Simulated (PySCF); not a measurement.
A structure optimised at ωB97X-D3(BJ)/def2-SVP, used in a PySCF frequency run:

```xyz
8

C      2.2301    -1.1645     0.0000
C      1.1665    -0.5890     0.0000
C     -0.0875     0.1009     0.0000
Cl    -0.0480     1.8372     0.0000
C     -1.2760    -0.5162     0.0000
F     -1.3691    -1.8387     0.0000
H      3.1753    -1.6794     0.0000
H     -2.2355     0.0081     0.0000
```
Charge 0, spin multiplicity 1.

Question: Write its SMILES, formula and point group.

Answer: C#C/C(Cl)=C\F, C4H2ClF, Cs

Question: What are its rotational constants (standard atomic weights)?

Answer: 3.4698, 2.3910, 1.4156 GHz
